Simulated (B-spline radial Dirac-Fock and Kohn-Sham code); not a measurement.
## Core-level shifts of bromine with charge state

Calculated with a radial atomic solver, using multi-electron Dirac-Fock with separately optimised hole states, Breit and Lamb-shift corrections added in first order. Each ion is free and in its tabulated ground configuration. Correlation and solid-state effects are left out.

Reference: Br¹⁶⁺, [Ar] 3d1, with K 14066.6 eV, L1 2378.3 eV. Shifts from it, in eV (a dash: the subshell is empty, belongs to an open shell averaged over j, or its hole state is left out as unreliable):

| ion | configuration | K | L1 |
| --- | --- | --- | --- |
| Br¹⁷⁺ | [Ne] 3s2 3p6 | +63.8 | +62.8 |
| Br¹⁸⁺ | [Ne] 3s2 3p5 | ? | ? |
| Br¹⁹⁺ | [Ne] 3s2 3p4 | +202.7 | +184.9 |
| Br²⁰⁺ | [Ne] 3s2 3p3 | +274.9 | +248.0 |
| Br²¹⁺ | [Ne] 3s2 3p2 | +349.0 | +312.4 |
| Br²²⁺ | [Ne] 3s2 3p1 | +424.9 | +378.2 |
| Br²³⁺ | [Ne] 3s2 | +502.6 | +445.2 |
| Br²⁴⁺ | [Ne] 3s1 | – | – |
| Br²⁵⁺ | [He] 2s2 2p6 | +653.8 | +574.4 |
| Br²⁶⁺ | [He] 2s2 2p5 | +845.8 | +698.0 |

Question: Give the missing shifts for Br¹⁸⁺.

Answer: K +132.3, L1 +123.2 (eV).
